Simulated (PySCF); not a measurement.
**`[BH3-][N+](C)(C)CC1CC1`: 4 charge schemes on one density**

Compound: C6H16BN.
Structure used (PBE0-D3(BJ)/def2-SVP), in Å, numbered top down from 1:
```
atom  x, y, z in Å
B1    -2.2978    0.3789   -0.9512
N2    -1.0156   -0.0973   -0.0438
C3    -1.3530    0.0893    1.3760
C4    -0.7583   -1.5224   -0.3074
C5     0.1480    0.7452   -0.4295
C6     1.4454    0.4654    0.2770
C7     2.4173   -0.5564   -0.2462
C8     2.7180    0.9024   -0.3901
H9    -3.2331   -0.3350   -0.6060
H10   -1.9665    0.1979   -2.1182
H11   -2.4780    1.5620   -0.6849
H12   -2.2765   -0.4630    1.5879
H13   -1.5362    1.1548    1.5612
H14   -0.5454   -0.2744    2.0295
H15   -0.5076   -1.6468   -1.3680
H16    0.0626   -1.8999    0.3196
H17   -1.6789   -2.0819   -0.1023
H18   -0.1683    1.7855   -0.2653
H19    0.2676    0.6232   -1.5162
H20    1.4269    0.5988    1.3638
H21    2.9911   -1.1410    0.4776
H22    2.1395   -1.1077   -1.1488
H23    3.5012    1.3415    0.2323
H24    2.6404    1.3430   -1.3883
```

Density: PBE0/pcSseg-1 (PySCF); schemes: Mulliken, IAO, Hirshfeld and ESP-fitted. Isolated species at its PBE0-D3(BJ)/def2-SVP geometry (one conformer only).

Q: Tabulate the Mulliken, IAO, Hirshfeld and ESP-fitted charges.

A: In e:

```csv
atom,environment,Mulliken,IAO,Hirshfeld,ESP-fitted
B1,four-coordinate boron,-0.057,-0.387,-0.092,-0.151
N2,nitrogen bonded to B and 3 C,-0.676,-0.008,+0.045,+0.358
C3,N-methyl carbon,-0.091,-0.298,-0.046,-0.468
C4,N-methyl carbon,-0.085,-0.297,-0.048,-0.406
C5,sp3 carbon bound to nitrogen,+0.067,-0.146,-0.001,-0.738
C6,three-membered-ring carbon,-0.339,-0.148,-0.043,+0.236
C7,three-membered-ring carbon,-0.205,-0.290,-0.087,-0.247
C8,three-membered-ring carbon,-0.189,-0.280,-0.082,-0.404
H9,B–H hydrogen,-0.082,-0.034,-0.105,-0.115
H10,B–H hydrogen,-0.082,-0.035,-0.106,-0.124
H11,B–H hydrogen,-0.080,-0.034,-0.105,-0.111
H12,methyl hydrogen,+0.150,+0.164,+0.059,+0.181
H13,methyl hydrogen,+0.145,+0.161,+0.059,+0.191
H14,methyl hydrogen,+0.123,+0.133,+0.044,+0.155
H15,methyl hydrogen,+0.143,+0.158,+0.057,+0.174
H16,methyl hydrogen,+0.134,+0.138,+0.042,+0.115
H17,methyl hydrogen,+0.149,+0.163,+0.058,+0.173
H18,methylene hydrogen,+0.157,+0.158,+0.053,+0.245
H19,methylene hydrogen,+0.135,+0.151,+0.054,+0.298
H20,methine hydrogen,+0.137,+0.138,+0.044,+0.073
H21,methylene hydrogen,+0.137,+0.149,+0.050,+0.115
H22,methylene hydrogen,+0.134,+0.144,+0.048,+0.128
H23,methylene hydrogen,+0.138,+0.151,+0.052,+0.155
H24,methylene hydrogen,+0.137,+0.147,+0.052,+0.166
```

Mean size of the charges over all atoms: ESP-fitted 0.230 e, IAO 0.163 e, Mulliken 0.157 e, Hirshfeld 0.060 e. Each set sums to the total charge, 0, to within 0.001 e. The IAO scheme counts the electrons in orthogonalised intrinsic atomic orbitals, a minimal basis polarised so that it spans the occupied orbitals exactly.

Lowest charge. The schemes don't all agree: Mulliken N2 (-0.676); IAO B1 (-0.387); Hirshfeld H10 (-0.106); ESP-fitted C5 (-0.738).

Highest charge. The schemes don't all agree: Mulliken H18 (+0.157); IAO H12 (+0.164); Hirshfeld H12 and H13 (+0.059); ESP-fitted N2 (+0.358).

Q: How many electrons does the Hirshfeld scheme count on N2?

A: Z − q = 7 − (+0.045) = 6.955.

Q: How closely do the schemes follow one another over all atoms?

A: Correlation coefficient and root-mean-square difference: IAO with Hirshfeld 0.80, 0.140 e; IAO with ESP-fitted 0.75, 0.183 e; Hirshfeld with ESP-fitted 0.63, 0.239 e; Mulliken with IAO 0.58, 0.177 e; Mulliken with Hirshfeld 0.49, 0.176 e; Mulliken with ESP-fitted 0.13, 0.316 e.
